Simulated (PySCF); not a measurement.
In (SMILES [In+]), charge +1, singlet (core potentials on In); HF/def2-SV(P) (PySCF).

PySCF was given this input:
```python
from pyscf import gto, scf

mol = gto.Mole()
mol.atom = '''
    In    0.000000    0.000000    0.000000
'''
mol.basis = 'def2-sv(p)'
mol.ecp = {'In': 'def2-sv(p)'}
mol.charge = 1
mol.spin = 0
mol.verbose = 4
mol.build()

mf = scf.RHF(mol)
mf.kernel()
```

Task: What does PySCF print? Leave out banner, timings and long lists.

Result: 
```
PySCF version 2.14.0

[INPUT] verbose = 4
[INPUT] num. atoms = 1
[INPUT] num. electrons = 20
[INPUT] charge = 1
[INPUT] spin (= nelec alpha-beta = 2S) = 0
[INPUT] symmetry False subgroup None
[INPUT] Mole.unit = angstrom
[INPUT] Symbol           X                Y                Z      unit          X                Y                Z       unit  Magmom
[INPUT]  1 In     0.000000000000   0.000000000000   0.000000000000 AA    0.000000000000   0.000000000000   0.000000000000 Bohr   0.0

nuclear repulsion = 0
number of shells = 10
number of NR pGTOs = 61
number of NR cGTOs = 26
basis = def2-sv(p)
ecp = {'In': 'def2-sv(p)'}

******** <class 'pyscf.scf.hf.RHF'> ********
method = RHF
initial guess = minao
damping factor = 0
level_shift factor = 0
DIIS = <class 'pyscf.scf.diis.CDIIS'>
diis_start_cycle = 1
diis_space = 8
diis_damp = 0
SCF conv_tol = 1e-09
SCF conv_tol_grad = None
SCF max_cycles = 50
direct_scf = True
direct_scf_tol = 1e-13
Set gradient conv threshold to 3.16228e-05
Initial guess from minao.
init E= -167.723452264112
  HOMO = -0.986437254506757  LUMO = -0.451279404282549  gap/eV = 14.56239
cycle= 1 E= -188.839877652048  delta_E= -21.1  |g|= 0.976  |ddm|= 11.6
  HOMO = -0.574058282049732  LUMO = -0.151154663007991  gap/eV = 11.50779
cycle= 2 E= -189.010709163159  delta_E= -0.171  |g|= 0.243  |ddm|= 1.86
  HOMO = -0.632827147670368  LUMO = -0.180764400108424  gap/eV = 12.30125
cycle= 3 E= -189.015248498228  delta_E= -0.00454  |g|= 0.008  |ddm|= 0.133
  HOMO = -0.634077490064466  LUMO = -0.182200848450561  gap/eV = 12.29619
cycle= 4 E= -189.01528767437  delta_E= -3.92e-05  |g|= 0.00214  |ddm|= 0.0453
  HOMO = -0.63466957436537  LUMO = -0.182879179751343  gap/eV = 12.29384
cycle= 5 E= -189.015289896553  delta_E= -2.22e-06  |g|= 0.000345  |ddm|= 0.00971
  HOMO = -0.63469777162346  LUMO = -0.182963645258811  gap/eV = 12.29231
cycle= 6 E= -189.015289979724  delta_E= -8.32e-08  |g|= 9.79e-06  |ddm|= 0.00266
  HOMO = -0.634697758613982  LUMO = -0.182965111799664  gap/eV = 12.29227
cycle= 7 E= -189.01528997976  delta_E= -3.6e-11  |g|= 2.14e-07  |ddm|= 4.02e-05
  HOMO = -0.634697754852051  LUMO = -0.18296508141494  gap/eV = 12.29227
Extra cycle  E= -189.01528997976  delta_E= 1.14e-13  |g|= 4.87e-08  |ddm|= 4.06e-07
converged SCF energy = -189.01528997976
```
